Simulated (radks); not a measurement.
Values are calculated unless marked as measured or tabulated.
Ir2+, configuration [Xe] 4f14 5d7 (the NIST ground configuration).

Level of theory: scalar-relativistic Kohn-Sham, LB94 model potential, spin-polarised, spherical densities, finite nucleus; open shells are filled with parallel spins first (spin-orbit coupling, left out, can overturn this in heavy ions); Fermi nuclear charge, rms radius 5.4032 fm (a radial shooting solver on a logarithmic mesh with Libxc functionals).

Energy parts (hartree):
| part | energy |
|---|---|
| kinetic | 19859.0715 |
| electron-nucleus | -44240.7261 |
| Hartree | 6904.2110 |
(The LB94 potential has no energy functional, so no total or exchange-correlation energy is given.)

Orbitals (lengths in bohr, moments of r in powers of bohr; r(max) is where P^2 peaks):
orbital  occ.  eigenvalue (hartree)   r(max)
1s up       1             -2806.877  0.01082
1s down     1             -2806.877  0.01082
2s up       1             -492.4127  0.06224
2s down     1             -492.4106  0.06224
2p up       3             -428.2393  0.05132
2p down     3             -428.2379  0.05132
3s up       1             -116.1258   0.1756
3s down     1             -116.1236   0.1756
3p up       3             -97.34316   0.1744
3p down     3             -97.34065   0.1744
3d up       5             -76.59476   0.1419
3d down     5             -76.59018   0.1419
4s up       1             -25.44920   0.3974
4s down     1             -25.44128   0.3974
4p up       3             -19.31596   0.4178
4p down     3             -19.30966   0.4179
4d up       5             -11.75483   0.4269
4d down     5             -11.75096   0.4270
4f up       7              -3.33908   0.3949
4f down     7              -3.33895   0.3950
5s up       1              -4.55220   0.8848
5s down     1              -4.55951   0.8840
5p up       3              -2.94289   0.9990
5p down     3              -2.94114   0.9967
5d up       5              -1.17138    1.298
5d down     2              -1.15006    1.287

The highest occupied level is 5d down at -31.295 eV. The density falls to 0.001 e/bohr^3 at r = 3.56 bohr. Summed over all electrons, <r^2> = 41.81 bohr^2, which gives a Langevin (diamagnetic) susceptibility term of -33.1 x 10^-6 cm^3/mol.
